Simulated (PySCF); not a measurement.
Working out the excitation energy of Xe⁺

Xe⁺ [Kr] 4d10 5s2 5p5 (2P) → Xe⁺ [Kr] 4d10 5s2 5p4 5d1 (high-spin determinant). Computed with PySCF 2.14 in aug-cc-pwCVDZ-PP with ECP28MDF (6s5p4d1f, 48 functions), with scalar relativity through the core potential. Frozen: 4s2 4p6 4d10. Energies in hartree (1 hartree = 27.21139 eV):

```json
{"part": "UHF", "Xe⁺ (lower)": "-327.866233", "Xe⁺ (upper)": "-327.438457"}
{"part": "CCSD correlation", "Xe⁺ (lower)": "-0.103679", "Xe⁺ (upper)": "-0.085456"}
{"part": "(T)", "Xe⁺ (lower)": "-0.001563", "Xe⁺ (upper)": "-0.003935"}
```

Problem. What does Hartree-Fock give?

Solution. (-327.438457) − (-327.866233) = 0.427776 hartree = 11.640 eV.

Problem. What do CCSD and CCSD(T) give?

Solution. The CCSD correlation energies differ by 0.018223 hartree = 0.496 eV and the triples by -0.002372 hartree = -0.065 eV, so CCSD gives 12.136 eV and CCSD(T) 12.071 eV.

One determinant mixes LS terms, so it does not stand for a single term.

A double-zeta basis recovers only part of the correlation energy.

The coupled-cluster amplitudes are large, so a single reference is strained.
